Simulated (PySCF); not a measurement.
A structure optimised at TPSSh-D3(BJ)/def2-SVP, used in a PySCF frequency run:

```
B
N 1 1.4059
H 2 1.0120 1 122.90
H 2 1.0137 3 114.38 1 180.00
O 1 1.4190 2 116.42 3 180.00
C 5 1.3372 1 120.34 2 180.00
N 6 1.2852 5 126.81 1 0.00
C 7 1.3902 6 117.59 5 0.00
C 8 1.3631 7 124.16 6 0.00
H 9 1.0941 8 118.63 7 180.00
H 6 1.0955 7 120.65 8 180.00
H 8 1.0961 9 122.08 10 0.00
```

Q: Write its SMILES, formula and point group.

A: NB1C=CN=CO1, C₃H₅BN₂O, Cs

Q: What are its rotational constants (standard atomic weights)?

A: 5.6296, 2.5938, 1.7757 GHz
